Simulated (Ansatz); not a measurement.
F$_{2}$GeH$_{4}$OSi (`F[SiH](F)[O][GeH3]`), relaxed with RKS PBE0-D4/def2-TZVP in the Gaussian-basis code of Ansatz from a PBE-D4/def2-SVP geometry. The force threshold is 0.005 eV/Å; the program also tests the step.

Charge 0, multiplicity 1.

Start:

```xyz
9

F     0.086    2.523   -0.204
Si    0.295    1.280    0.823
F     1.859    0.843    0.674
O    -0.667    0.015    0.419
Ge   -0.431   -1.345   -0.763
H     0.017    1.738    2.205
H    -1.861   -1.845   -1.065
H     0.271   -0.786   -2.026
H     0.431   -2.422   -0.061
```

Question: How much energy does the relaxation release, and in how many steps? (An estimate is asked.)

Answer: The calculation gave: 11.00 kJ/mol, in 14 steps, 2 of them rejected.

Question: Which bonds change most? (An estimate is asked.)

Answer: Computed: Si2–F3 from 1.631 to 1.587 Å; Si2–O4 from 1.639 to 1.598 Å; F1–Si2 from 1.626 to 1.586 Å; O4–Ge5 from 1.818 to 1.788 Å.

Question: Give the relaxed structure. (Best estimate.)

Answer: Ansatz gave: 
```xyz
9

F     0.062    2.351   -0.293
Si    0.331    1.268    0.834
F     1.903    1.055    0.857
O    -0.422   -0.101    0.498
Ge   -0.434   -1.357   -0.775
H    -0.103    1.801    2.128
H    -1.911   -1.703   -0.987
H     0.210   -0.769   -2.037
H     0.364   -2.544   -0.224
```
